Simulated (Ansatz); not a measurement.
C2H4BrGaO. Charge 0, multiplicity 1. The bonds changed during the relaxation, so this is another structure than the one it started from. The structure was optimised at the PBE0-D4/def2-TZVP level. It is one conformer, not always the lowest.

```xyz
9

O     0.587    0.282   -1.490
C    -0.229   -0.225   -0.569
Br   -2.064    0.257   -0.707
C     0.151   -1.136    0.340
Ga    0.245    0.837    2.023
H     0.425    1.231   -1.570
H    -0.573   -1.704    0.902
H     1.192   -1.438    0.366
H     0.264    1.896    0.704
```

**Question.** What is the dipole moment at r2SCAN/def2-TZVPP? (An estimate is asked.)

**Answer.** Computed: 0.92 D, with components (0.30, -0.33, -0.80) D in this frame, pointing from negative to positive charge.

**Question.** And with PBE, B3LYP, ωB97M-V? (Best estimate.)

**Answer.** Computed: PBE 0.76 D, B3LYP 0.70 D, ωB97M-V 0.79 D.

**Question.** Give the Mulliken charges with r2SCAN, ωB97M-V, PBE in def2-TZVPP. (Best estimate.)

**Answer.** Computed: 
| atom | r2SCAN | ωB97M-V | PBE |
| --- | --- | --- | --- |
| O1 | -0.27 | -0.24 | -0.21 |
| C2 | 0.21 | 0.11 | 0.13 |
| Br3 | -0.06 | -0.01 | -0.05 |
| C4 | -0.33 | -0.38 | -0.34 |
| Ga5 | 0.15 | 0.15 | 0.12 |
| H6 | 0.24 | 0.22 | 0.22 |
| H7 | 0.15 | 0.18 | 0.16 |
| H8 | 0.14 | 0.16 | 0.14 |
| H9 | -0.23 | -0.19 | -0.18 |

B3LYP here is the variant with VWN-RPA as its local correlation; programs differ in this.
